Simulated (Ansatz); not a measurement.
Isolated molecules relaxed with PBE0-D4/def2-TZVP in Ansatz; ΔE leaves out vibrations. CCSD(T)/CBS adds triple-zeta CCSD(T) − MP2 to the extrapolated MP2 energy (def2 sets, frozen cores). Functionals use def2-TZVPP. Elements past krypton have def2 core potentials. For Ga, Sn outer-core shells are correlated without core-valence functions, which leaves a few kJ/mol of doubt a bond. Scalar relativity is left out up to krypton. One conformer a species, not always the lowest.

`O=[CH][SnH3]` + `[CH3][Ga]([CH3])[C]#N` → `N#[C][SnH3]` + `[CH3][Ga]([CH3])[CH]=O`  (redistribution)

`O=[CH][SnH3]`:

Z-matrix (Å, degrees):
```
Sn
C 1 2.211
H 1 1.708 2 109.0
H 1 1.708 2 109.0 3 118.5
H 1 1.701 2 108.3 3 -120.8
O 2 1.197 1 122.2 3 120.5
H 2 1.116 1 118.0 3 -59.5
```

`[CH3][Ga]([CH3])[C]#N`:

Cartesian coordinates in Å:
```
C 1.072 -1.379 -0.697
Ga -0.173 -0.004 -0.089
C 0.007 1.403 1.253
C -1.925 -0.043 -0.991
N -2.951 -0.066 -1.518
H 2.030 -1.333 -0.179
H 0.632 -2.367 -0.543
H 1.244 -1.270 -1.771
H -0.767 1.284 2.016
H 0.984 1.397 1.735
H -0.153 2.378 0.786
```

`N#[C][SnH3]`:

Cartesian coordinates in Å:
```
N 0.975 0.227 -2.403
C 0.542 0.128 -1.340
Sn -0.248 -0.058 0.611
H -1.895 -0.410 0.419
H 0.609 -1.323 1.344
H 0.017 1.435 1.369
```

`[CH3][Ga]([CH3])[CH]=O`:

Cartesian coordinates in Å:
```
C -0.660 -1.679 0.690
Ga 0.081 -0.036 -0.102
C 0.973 1.401 0.904
C -0.325 0.315 -2.055
O -1.373 0.899 -2.234
H -0.545 -1.703 1.775
H -0.169 -2.561 0.269
H -1.722 -1.757 0.446
H 0.482 2.356 0.697
H 0.960 1.223 1.980
H 2.013 1.500 0.581
H 0.286 0.042 -2.951
```

```
         level  ΔE (kJ/mol)
        PBE-D4         31.7
     r2SCAN-D4         32.6
       PBE0-D4         31.4
           PBE         31.9
          PBE0         31.7
 HF/def2-TZVPP         29.9
 HF/def2-QZVPP         29.9
MP2/def2-QZVPP         28.1
```

Q: What does CCSD(T)/CBS give? (An estimate is asked.)

A: Computed: +28.0 kJ/mol. The listed levels differ from it by 3.7, 4.6, 3.4, 3.9, 3.7, 1.9, 1.9, 0.1 kJ/mol.

Largest T1 diagnostic among the species: 0.016.
